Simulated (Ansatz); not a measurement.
A run for Ansatz (a quantum-chemistry and plane-wave program): R-SVWN5/def2-TZVPP on FHOPb (SMILES [OH][Pb][F]), a point of a torsion scan. Elements past Kr take the def2 small-core potentials; no spin–orbit coupling.

Ansatz 0.2 input:
```yaml
crystal:
  periodic: [false, false, false]
  atoms:
    - {symbol: O, position_ang: [-1.03130440, 0.10247603, 0.00950890]}
    - {symbol: Pb, position_ang: [0.64116509, 0.88131123, -0.76530821]}
    - {symbol: F, position_ang: [1.84993508, 1.33748715, 0.92013786]}
    - {symbol: H, position_ang: [-1.65075667, -0.44802648, 0.47701365]}
basis:
  gaussian:
    orbitals: def2-TZVPP
hamiltonian:
  xc: {name: SVWN5}
scf: {lower_state_search: off}
```

Q: Give the final energy of this run.

A: -367.2565 hartree.
